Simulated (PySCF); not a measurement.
Species: C5H10OSi.
Numbering: `[CH2:1]=[CH:2]/[CH:3]=[CH:4]/[CH2:5][O:6][SiH3:7]` (hydrogens: H8, H9 on C1; H10 on C2; H11 on C3; H12 on C4; H13, H14 on C5; H15, H16, H17 on Si7)

The same species was optimised twice, with GFN2-xTB and with PBE0-D3(BJ)/def2-SVP (PySCF), and the same property calculations (PySCF, gas phase) were run on both structures.

| coordinate | GFN2-xTB | PBE0-D3(BJ)/def2-SVP | change |
| --- | --- | --- | --- |
| O6–Si7 (Å) | 1.617 | 1.665 | +0.048 |
| C1=C2 (Å) | 1.329 | 1.340 | +0.011 |
| C3=C4 (Å) | 1.332 | 1.342 | +0.010 |
| C5–O6 (Å) | 1.400 | 1.409 | +0.009 |
| C2–C3 (Å) | 1.445 | 1.452 | +0.007 |
| C4–C5 (Å) | 1.495 | 1.490 | -0.005 |
| C5–O6–Si7 (°) | 129.5 | 123.2 | -6.3 |
| C1–C2–C3 (°) | 123.5 | 124.4 | +0.9 |
| C2–C3–C4 (°) | 123.9 | 124.2 | +0.3 |
| C4–C5–O6 (°) | 109.6 | 109.9 | +0.3 |
| C3–C4–C5 (°) | 124.4 | 124.6 | +0.2 |
| C1–C2–C3–C4 (°) | 180 | -179 | +1 |
| C3–C4–C5–O6 (°) | 129 | 132 | +3 |
| C4–C5–O6–Si7 (°) | -177 | 180 | -3 |

Rotational constants: A = 12581, B = 618.1, C = 617.0 MHz (GFN2-xTB) against A = 13733, B = 605.1, C = 600.3 MHz (PBE0-D3(BJ)/def2-SVP). Point groups within 0.08 Å: C1 and C1.

On the GFN2-xTB structure: HOMO (eV) -6.76 [PBE0/pcSseg-1]; LUMO (eV) -0.87 [PBE0/pcSseg-1]; dipole (D) 1.03 [PBE0/pcSseg-1]; GIAO shielding of C1 (ppm) 61.8 [PBE0/pcSseg-1]; GIAO shielding of C2 (ppm) 41.6 [PBE0/pcSseg-1]; GIAO shielding of C3 (ppm) 47.4 [PBE0/pcSseg-1]; GIAO shielding of C4 (ppm) 44.3 [PBE0/pcSseg-1]; GIAO shielding of C5 (ppm) 116.0 [PBE0/pcSseg-1]; GIAO shielding of O6 (ppm) 319.7 [PBE0/pcSseg-1]; GIAO shielding of Si7 (ppm) 387.5 [PBE0/pcSseg-1].

Problem. What do these properties become on the PBE0-D3(BJ)/def2-SVP structure?

Solution. 
```csv
property,level,on GFN2-xTB,on PBE0-D3(BJ)/def2-SVP,change
HOMO (eV),PBE0/pcSseg-1,-6.76,-6.74,+0.02
LUMO (eV),PBE0/pcSseg-1,-0.87,-0.95,-0.08
dipole (D),PBE0/pcSseg-1,1.03,1.05,+0.02
"energy, GFN2-xTB geometry as zero (kcal/mol)",PBE0/pcSseg-1,0.0,-2.7,-2.7
GIAO shielding of C1 (ppm),PBE0/pcSseg-1,61.8,58.8,-3.0
GIAO shielding of C2 (ppm),PBE0/pcSseg-1,41.6,39.3,-2.3
GIAO shielding of C3 (ppm),PBE0/pcSseg-1,47.4,46.1,-1.3
GIAO shielding of C4 (ppm),PBE0/pcSseg-1,44.3,42.0,-2.3
GIAO shielding of C5 (ppm),PBE0/pcSseg-1,116.0,114.1,-1.9
GIAO shielding of O6 (ppm),PBE0/pcSseg-1,319.7,315.4,-4.3
GIAO shielding of Si7 (ppm),PBE0/pcSseg-1,387.5,383.0,-4.5
```

The heavy atoms differ by 0.077 Å rms after alignment. Among bonds between heavy atoms O6–Si7 changes most (+0.048 Å). Changes are differences of the printed values. Neither structure is proved a minimum here.

Conformer computed: `[CH2:1]=[CH:2]/[CH:3]=[CH:4]/[CH2:5][O:6][SiH3:7]`: C1–C2–C3–C4 -179°, C3–C4–C5–O6 132°, C4–C5–O6–Si7 180°.
